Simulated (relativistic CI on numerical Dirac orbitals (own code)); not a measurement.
**Mg: what numerical and physical settings do to a radial Dirac CI calculation**

Reference input:

```
atom Mg  Z=12  charge=0  electrons=12
nucleus A=24  rms_radius_fm=3.0570
hamiltonian dirac-coulomb  breit=on  qed=on  c_scale=1
orbitals kli  potential=per-configuration
slater_scale 1
correlation none
mixing on
grid step=0.0125 r_max=102.8
scf mixing=0.4 start=green max_iterations=150 tolerance=2e-08 node_fill=0.05
configurations
  [Ne] 3s2
end
```

Computed lowest total energy -199.87878 Ha, 11 SCF steps. Runs with settings changed; * marks those that are bad on purpose (the QED terms keep the true α when c is scaled):

```
                                                                 Changed    Outcome  Lowest level    ΔE (Ha)  First excitation (cm⁻¹)  SCF steps                                                     Message
                                                start potential previous  converged       3s² ¹S0  -3.43e-10                                  10                                                            
         Slater scale 1.2, QED terms off, node fill of the KLI weights 0  converged       3s² ¹S0    -0.0205                                  10                                                            
                                                    speed of light × 0.8  converged       3s² ¹S0     -0.163                                  11                                                            
speed of light × 10, start potential bare, end of the grid at 308.4 bohr  converged       3s² ¹S0      0.283                                  16                                                            
                                    configuration list: extra electron *    refused                                                            0  configuration [Ne] 3s2 4s has 13 electrons, the ion has 12
                                                    SCF tolerance 0.05 *  converged       3s² ¹S0    0.00085                                   3
```

With so few configurations and no correlation, terms lie too far apart (by 10 to 50 % near neutrality), their order can be wrong, and levels of other configurations are missing.
